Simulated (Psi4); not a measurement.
Torsional profile of SMILES O=C(OC)c1cccs1. Scanned: dihedral C1–O2–C3–O4; all other coordinates were relaxed at GFN2-xTB. Points at φ and −φ are mirror images. Heavy atoms are numbered in the order of the SMILES COC(=O)c1cccs1, hydrogens after them in the order of the atoms that carry them; the mirror image has the same energies with the sign of each dihedral reversed.

Methods: PBE/def2-SVP // GFN2-xTB (Psi4); PBE-D3(BJ)/def2-SVP // GFN2-xTB (Psi4).

Energies relative to the lowest point of each profile, in kJ/mol:

```tsv
φ / °	PBE/def2-SVP
-150	48.3
-135	51.7
-105	52.8
-60	34.3
-30	11.3
0	0.0
75	44.6
90	50.7
105	52.8
120	52.7
150	48.3
180	44.6
```

Problem. What does PBE-D3(BJ)/def2-SVP give at the same points?

Solution. -150: 45.6; -135: 49.1; -105: 50.7; -60: 33.8; -30: 11.2; 0: 0.0; 75: 43.5; 90: 49.0; 105: 50.7; 120: 50.5; 150: 45.6; 180: 42.0 (kJ/mol).
